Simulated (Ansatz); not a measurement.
A set of 12 reactions (ligand exchange), with CCSD(T)/CBS values in kJ/mol:

```csv
reaction,ΔE
`C=CB[SiH2][SiH3]` + NH₃ → `NB[SiH2][SiH3]` + `C=C`,-116.3
`[NH2][GaH][CH2]F` + CH₃NH₂ → `C[NH][GaH][CH2]F` + NH₃,-5.3
`C[SiH](O)O[Si](C)(O)O` + CH₃OH → `CO[SiH](C)O` + `C[Si](O)(O)O`,17.9
`O[SiH2]OBF` + `NBO` → `OBN[SiH2]O` + `OBF`,50.5
`C=C(F)S[SiH3]` + `NC(O)(O)F` → `OC(O)(F)N[SiH3]` + `C=C(F)S`,18.4
`[NH2][GaH][CH2]F` + H₂Se → `[NH2][GaH][SeH]` + `CF`,-137.2
`CBN(C)C` + `BS` → `BSBC` + `CNC`,81.4
`[AlH2][NH][SiH2][SiH3]` + `CC(O)O` → `CC(O)[O][AlH2]` + `N[SiH2][SiH3]`,-24.4
`S[SiH2][TeH]` + H₂Se → `[SeH][SiH2][TeH]` + H₂S,-6.3
`[NH2][Mg][NH2]` + H–F → `[NH2][Mg][F]` + NH₃,-121.2
`[SiH3][O][In]([SH])[O][SiH3]` + `O[SiH3]` → `[SiH3][O][In]([O][SiH3])[O][SiH3]` + H₂S,54.1
`C[B](F)[SbH][Cl]` + H₂Se → `CB(F)[SeH]` + `[Cl][SbH2]`,-62.1
```

Program: Ansatz. Geometries: PBE0-D4/def2-TZVP. ΔE: electronic, gas phase. CBS: MP2 limit from def2 TZ/QZ plus the TZ coupled-cluster correction, frozen cores. This one scheme is used for every species. Functionals use def2-TZVPP. B3LYP here is the variant with VWN-RPA as its local correlation; programs differ in this. def2 core potentials past Kr. For Ga, In, Mg, Sb, Se, Te outer-core shells are correlated without core-valence functions, which leaves a few kJ/mol of doubt a bond. Scalar relativity is left out up to krypton. Each species was taken in one conformer, which may not be the lowest.

**Question.** Give the mean, mean absolute and largest difference (level minus CCSD(T)/CBS, kJ/mol) for: PBE-D4, r2SCAN-D4, PBE0-D4, B3LYP-D4, ωB97M-V, B2PLYP, r2SCAN, B3LYP, MP2/def2-TZVPP, CCSD/def2-TZVPP, MP2/def2-QZVPP, SCS-MP2/def2-QZVPP, HF/CBS(def2), CCSD/CBS(def2). (Best estimate.)

**Answer.** The calculation gave: 
| level | mean | mean absolute | largest |
| --- | --- | --- | --- |
| PBE-D4 | 1.4 | 3.7 | 10.7 |
| r2SCAN-D4 | -0.2 | 2.8 | 7.4 |
| PBE0-D4 | 1.0 | 2.8 | 12.3 |
| B3LYP-D4 | 0.1 | 2.6 | -6.6 |
| ωB97M-V | 0.2 | 2.9 | 6.2 |
| B2PLYP | -0.9 | 3.0 | -6.3 |
| r2SCAN | -0.4 | 3.5 | 8.1 |
| B3LYP | -0.4 | 4.5 | -8.9 |
| MP2/def2-TZVPP | -0.8 | 1.7 | -6.2 |
| CCSD/def2-TZVPP | -0.5 | 1.5 | -4.2 |
| MP2/def2-QZVPP | -0.8 | 1.5 | -6.0 |
| SCS-MP2/def2-QZVPP | -1.2 | 2.1 | -3.6 |
| HF/CBS(def2) | -3.0 | 8.7 | 15.8 |
| CCSD/CBS(def2) | -0.3 | 1.2 | 2.5 |

The largest T1 diagnostic in the set is 0.015, for `[SiH3][O][In]([O][SiH3])[O][SiH3]` (customary mark 0.02).

CCSD(T)/CBS is a level of theory with its own doubt, and the functionals carry their triple-zeta basis error, so these figures describe this set and don't rank the functionals.
